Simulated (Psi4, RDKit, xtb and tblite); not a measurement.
Conformational energy of C4H12SeSi, SMILES CC(C)(C)[SiH2][SeH]. Scanned: dihedral C2–Si5–Se6–H18; all other coordinates were relaxed at GFN2-xTB. Points at φ and −φ are mirror images. Heavy atoms are numbered in the order of the SMILES CC(C)(C)[SiH2][SeH], hydrogens after them in the order of the atoms that carry them; the mirror image has the same energies with the sign of each dihedral reversed.

- PBE-D3(BJ)/def2-SVP // GFN2-xTB (Psi4)
- UFF // GFN2-xTB (RDKit)
- GFN2-xTB (xtb and tblite)

Energies in kcal/mol, each method relative to its own lowest point.

| φ / ° | PBE-D3(BJ)/def2-SVP | UFF | GFN2-xTB |
|---|---|---|---|
| -160 | 1.22 | 0.37 | 0.10 |
| -140 | 1.20 | 0.66 | 0.42 |
| -120 | 0.99 | 0.70 | 0.77 |
| -100 | 0.46 | 0.42 | 0.88 |
| -80 | 0.00 | 0.05 | 0.75 |
| -60 | 0.05 | 0.00 | 0.61 |
| -40 | 0.66 | 0.42 | 0.57 |
| -20 | 1.47 | 0.73 | 0.58 |
| 0 | 1.84 | 0.74 | 0.59 |
| 20 | 1.47 | 0.73 | 0.58 |
| 40 | 0.66 | 0.42 | 0.57 |
| 60 | 0.05 | 0.00 | 0.61 |
| 80 | 0.00 | 0.05 | 0.75 |
| 100 | 0.46 | 0.42 | 0.88 |
| 120 | 0.99 | 0.70 | 0.77 |
| 140 | 1.20 | 0.66 | 0.42 |
| 160 | 1.22 | 0.37 | 0.10 |
| 180 | 1.22 | 0.11 | 0.00 |
